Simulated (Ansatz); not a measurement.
Born–Oppenheimer molecular dynamics of AlClF$_{2}$ (4 atoms, charge 0, multiplicity 1). It starts from a relaxed structure.

Method: RKS PBE0-D4/def2-mTZVP in Ansatz.

```
ensemble        : NVT, Langevin thermostat
time step       : 2 fs
steps asked     : 150
set temperature : 500 K
friction        : 0.02 /fs
seed            : 376015
```

First frame:

```xyz
4
Properties=species:S:1:pos:R:3
Al 0.027 0.000 -0.015
F 0.017 0.000 1.618
Cl 1.816 0.000 -1.049
F -1.393 0.000 -0.824
```

Question: How far do the bonds stretch over the last three quarters of this one trajectory? (Pairs bonded in most of those frames.)

Answer: 
```csv
bond,mean (Å),spread (Å),shortest,longest
Al1–F2,1.635,0.033,1.56,1.72
Al1–Cl3,2.092,0.076,1.94,2.24
Al1–F4,1.643,0.040,1.54,1.72
```

Mean temperature of the second half: 503 K. A run of 0.3 ps of so small a system gives no equilibrium averages.

The run took 5.2 min on 1 thread of Arm Neoverse V2, with other jobs on the host, peak memory 0.14 GiB.
